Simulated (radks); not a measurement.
Q: The table gives one normalised radial function P(r) = r R(r) (large component) of Zn2+ in [Ar] 3d10 (r in bohr). Method: Dirac Kohn-Sham, PBE, spin-unpolarised, spherical densities, point nucleus; computed with a radial shooting solver on a logarithmic mesh with Libxc functionals.

r           P
0.002131   0.0833
0.002709   0.1034
0.003472   0.1286
0.004413   0.1577
0.00561    0.1919
0.007132   0.2310
0.00914    0.2756
0.01162    0.3206
0.01477    0.3637
0.01878    0.3984
0.02387    0.4152
0.03059    0.4005
0.03889    0.3399
0.04943    0.2198
0.06284    0.0341
0.08053   -0.2152
0.1024    -0.4718
0.1301    -0.6703
0.1654    -0.7153
0.2103    -0.5236
0.2695    -0.0624
0.3426     0.5338
0.4356     1.0717
0.5537     1.3413
0.7096     1.2527
0.902      0.9159
1.147      0.5268
1.458      0.2334
1.853      0.0763
2.375      0.0163
3.019      0.0023

Which n and l does it have? It may be an empty orbital.

A: n = 3, l = 0: the number of nodes gives n - l - 1 = 2, the rise at small r points to l (this Dirac orbital starts as r^gamma with gamma = sqrt((l + 1)^2 - (Z/c)^2) = 0.98; the j = 1/2 orbital of l + 1 starts with the same power, but with a smaller coefficient, and then steepens), and the extent must fit the shell. The curve is that of 3s1/2. 3s1/2: eigenvalue -150.07 eV, 2 radial nodes at r = 0.0652, 0.277 bohr, <r> = 0.682 bohr, 90 % of the charge inside 1.02 bohr.
